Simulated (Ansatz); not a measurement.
Total energies of Si₅₀H₅₂, a nanocrystal cut from cubic silicon from Ansatz at PBE0-D4/def2-SVP, gas phase (1 Eh = 27.2114 eV = 2625.5 kJ/mol). The reference geometry is relaxed at PBE-D4/def2-SVP.

```
                 state   geometry   energy (Eh)
      charge 0 singlet  reference  -14496.65898
      charge 1 doublet  reference  -14496.38131
free Si atom (triplet)          –    -289.15194
 free H atom (doublet)          –      -0.50029
```

Single mean-field runs in def2-SVP are fitted with def2-universal-jkfit.

Work out the vertical ionisation energy to the doublet.

E(charge 1 doublet) − E(charge 0 singlet) = -14496.38131 − (-14496.65898) = 0.27767 Eh = 7.56 eV. For comparison, −ε of the highest occupied level is 6.72 eV at this level, 0.84 eV less.

What is the binding energy per atom against free atoms?

Atoms: 50 × (-289.15194) + 52 × (-0.50029) = -14483.61208 Eh. Binding: -14483.61208 − (-14496.65898) = 13.04690 Eh = 355.02 eV, or 3.48 eV for each of 102 atoms (no zero-point energy, no counterpoise term).
